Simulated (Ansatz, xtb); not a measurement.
# Two conformers of FH5OSi2+

Structure X: the doublet with the links of `F[SiH][OH+][SiH3]`. Structure Y: the doublet with the links of `F[SiH][OH+][SiH3]`. Both are isolated ions in the gas phase, relaxed with B3LYP/6-31G*.

X (Å):

```xyz
9

F     0.0203    2.3928   -2.7325
O     0.2001    0.9836   -0.6284
Si   -0.7100    1.0765   -2.1983
Si    1.4840    2.1469    0.0036
H    -0.2909   -0.1491   -2.9406
H    -0.0416    0.2644   -0.0106
H     2.5499    2.0646   -1.0041
H     0.7856    3.4367    0.0893
H     1.7788    1.5028    1.2944
```

Y (Å):

```xyz
9

F    -3.0565    1.6212   -0.9052
O    -0.6313    0.8937   -1.3639
Si   -1.9717    1.9391   -2.0292
Si    1.1166    0.7284   -1.8595
H    -1.3996    3.3133   -1.9236
H    -0.9355    0.3182   -0.6293
H     1.8655    1.2259   -0.6955
H     1.1245    1.6105   -3.0373
H     1.2642   -0.7073   -2.1425
```

**Question.** Estimate E(Y) − E(X) at the level CCSD(T)/def2-SVP + ΔMP2/def2-TZVPP.

**Answer.** Too close to call at this level: CCSD(T)/def2-SVP + ΔMP2/def2-TZVPP gives E(Y) − E(X) = +0.023 eV.

How the difference moves with the method:

```csv
level,geometry,E(Y) − E(X) (eV),departure from the last row (eV),"job, with rough time for the two"
B3LYP/6-31G*,B3LYP/6-31G*,+0.019,−0.003,"optimisation, 1.7 min"
HF/def2-SVP,B3LYP/6-31G*,+0.037,+0.014,part of the CCSD(T) run
MP2/def2-SVP,B3LYP/6-31G*,+0.039,+0.016,part of the CCSD(T) run
CCSD(T)/def2-SVP,B3LYP/6-31G*,+0.042,+0.019,single point
CCSD(T)/def2-SVP + ΔMP2/def2-TZVPP,B3LYP/6-31G*,+0.023,,"single point, 33 s"
```

The largest departure from CCSD(T)/def2-SVP + ΔMP2/def2-TZVPP is that of CCSD(T)/def2-SVP, 0.019 eV. Levels run at GFN2-xTB geometries aren't shown. The last row adds to CCSD(T) the change of the MP2 difference between the two basis sets, here −0.019 eV.

With harmonic frequencies from B3LYP/6-31G* (ideal gas, rigid rotor, one conformer each, 600 K, 1 atm): on the last row, ΔE + ΔZPE = +0.019 eV. A mode under 50 cm⁻¹ makes harmonic enthalpies and free energies unreliable, so none is given.

Open shells are spin-unrestricted. The correlated steps freeze 12 core orbitals. Codes used: Ansatz 0.2.0; the last row on 1 thread of Intel(R) Xeon(R) 6975P-C (Granite Rapids) on a shared host.
